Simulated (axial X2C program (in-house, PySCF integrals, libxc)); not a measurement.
Which molecule has these constants?

Calculated with an axial X2C code built on PySCF integrals, spin-free (one-electron X2C) or two-component (2c: spin–orbit coupling with atomic mean-field Coulomb and Gaunt terms, which also bring small scalar terms), in Dyall basis sets with cores contracted in-house; open shells are unrestricted.

A two-component CCSD(T) calculation in a Dyall 3-zeta basis gave Re = 2.629 Å, ωe = 313.7 cm⁻¹, De = 0.59 eV, Ω = 0.

Question: Which molecule is it?
A. BeF⁺
B. BeB⁺
C. LiBe⁺
D. BeC⁺
E. BeO⁺

Answer: C. The others have BeC⁺ 1.580 Å and 1129.4 cm⁻¹ (Ω = 3/2); BeF⁺ 1.323 Å and 1437.9 cm⁻¹ (Ω = 0); BeB⁺ 2.201 Å and 483.7 cm⁻¹ (Ω = 0); BeO⁺ 1.428 Å and 1258.1 cm⁻¹ (Ω = 3/2).

Frozen shells (counts by l): LiBe⁺ Be 1s, Li 1s, 2 electrons correlated; BeC⁺ C 1s, Be 1s, 5 electrons correlated; BeF⁺ F 1s, Be 1s, 8 electrons correlated; BeB⁺ B 1s, Be 1s, 4 electrons correlated; BeO⁺ O 1s, Be 1s, 7 electrons correlated. Coupled cluster in natural virtuals with an MP2 remainder. Where the outer core of a metal is frozen, bonds come out longer and ionisation energies lower.

Each entry is the lowest single determinant of a limited PBE0 search at one distance. De goes to single-determinant-based atoms at the same level (for ions the charge split of lowest energy) and is withheld (n/a) where an atom does not fit its ground term or J level. Main or longest-lived isotopes. One determinant is a doubtful description, or other states lie close, for BeC⁺, BeB⁺; these need not be ground states, and all values refer to the states named. With several unpaired electrons the Ω given is that of one determinant, not necessarily of the lowest component. Some light 2c atoms are not at their ground J level, so De misses part of their lowering (0.04 eV or less).
